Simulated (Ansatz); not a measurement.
`[SiH3][O][Cd][Cl]`. Charge 0, multiplicity 1. Cd takes the def2 core potential. The structure was optimised at the PBE0-D4/def2-TZVP level. It is one conformer, not always the lowest.

```xyz
7

Si   -1.196    0.343   -0.205
O    -0.085   -0.599    0.519
Cd    1.864   -0.726    0.484
Cl    4.107   -0.958    0.516
H    -1.129    0.236   -1.693
H    -2.550   -0.080    0.240
H    -1.010    1.784    0.138
```

**Question.** What is the dipole moment at B3LYP/def2-TZVPP? (Best estimate.)

**Answer.** Computed: 0.02 D, zero by symmetry or nearly so.

**Question.** Give the Mulliken charges with B3LYP, r2SCAN, PBE in def2-TZVPP. (An estimate is asked.)

**Answer.** Ansatz gave: 
```csv
atom,B3LYP,r2SCAN,PBE
Si1,0.46,0.49,0.38
O2,-0.62,-0.64,-0.53
Cd3,0.83,0.84,0.75
Cl4,-0.39,-0.40,-0.35
H5,-0.10,-0.10,-0.08
H6,-0.08,-0.09,-0.07
H7,-0.10,-0.10,-0.08
```

B3LYP here is the variant with VWN-RPA as its local correlation; programs differ in this.
